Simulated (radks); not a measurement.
Neutral europium inside a hard spherical wall (all orbitals vanish at R), configuration held at [Xe] 4f7 6s2 and not refilled when levels cross. Method: scalar-relativistic Kohn-Sham, LDA (Slater exchange, VWN5 correlation), spin-polarised, spherical densities, finite nucleus; open shells are filled with parallel spins first (spin-orbit coupling, left out, can overturn this in heavy ions); Fermi nuclear charge, rms radius 5.1115 fm; computed with a radial shooting solver on a logarithmic mesh with Libxc functionals. Eigenvalues in eV for spin up, with the zero of energy where the potential of the charges vanishes at infinity; a dash marks a level that is unbound or too diffuse for the functional's potential to be trusted. A positive occupied level is held by the wall or, in an anion where self-interaction has pushed it up, behind a barrier. The pressure on the wall is -dE/dV.

| R (bohr) | E (hartree) | kinetic (hartree) | e(5s) | e(5p) | e(4f) | e(6s) | e(5d, empty) | e(6p, empty) | pressure (GPa) |
|---|---|---|---|---|---|---|---|---|---|
| free | -10836.2379 | 11604.667 | -45.773 | -24.640 | -4.245 | -3.865 | -1.953 | -1.287 | 0 |
| 15 | -10836.2378 | 11604.668 | -45.770 | -24.637 | -4.243 | -3.863 | -1.950 | -1.273 | 0.000218 |
| 12 | -10836.2374 | 11604.672 | -45.735 | -24.602 | -4.207 | -3.835 | -1.918 | -1.186 | 0.00680 |
| 10 | -10836.2349 | 11604.693 | -45.590 | -24.458 | -4.064 | -3.718 | -1.787 | -0.920 | 0.0660 |
| 8 | -10836.2186 | 11604.794 | -45.050 | -23.930 | -3.530 | -3.210 | -1.289 | 0.024 | 0.648 |
| 5 | -10835.9155 | 11606.033 | -41.600 | -20.632 | 0.022 | 2.434 | 2.528 | 8.747 | 30.7 |
| 4 | -10835.2692 | 11608.492 | -37.844 | -17.052 | 4.236 | 11.874 | 7.493 | 21.720 | 171 |
| 3 | -10832.4362 | 11619.019 | -27.446 | -6.197 | 16.723 | 44.759 | 22.888 | 62.179 | 1540 |
| 2.5 | -10827.4550 | 11636.218 | -13.991 | 9.152 | 32.205 | 91.617 | 43.984 | 115.71 | 5920 |
